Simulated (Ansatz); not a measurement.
Species: C3H4Cl, net charge 0, doublet state. It need not be the lowest isomer of its formula. 
Structure (B3LYP-D3(BJ)/def2-TZVP (Ansatz, a first-principles code) minimum search):
```
C
C 1 1.3042
H 2 1.0776 1 138.69
H 1 1.0930 2 120.13 3 -1.10
C 1 1.4938 4 115.74 2 -179.81
H 5 1.0854 1 111.77 4 179.98
H 5 1.0879 6 110.00 1 124.51
Cl 5 1.8160 6 106.96 7 114.04
```
Charge 0, spin multiplicity 2.

Basis-set convergence of Hartree-Fock and CCSD(T) correlation energies (hartree) with Ansatz. Valence correlation only, unless marked. UHF or UKS for open shells. No spin-orbit coupling. Non-relativistic.

The UHF reference is spin-contaminated (<S^2> 0.18 over the pure value in the largest basis). 

```csv
basis,functions,E(HF),"E(corr, CCSD(T))"
cc-pV(D+d)Z,85,-575.36165,-0.57652
cc-pV(T+d)Z,185,[?],[?]
```

**Question.** Complete the blanks.

**Answer.** 
- cc-pV(T+d)Z, E(HF): -575.40864
- cc-pV(T+d)Z, E(corr, CCSD(T)): -0.72046
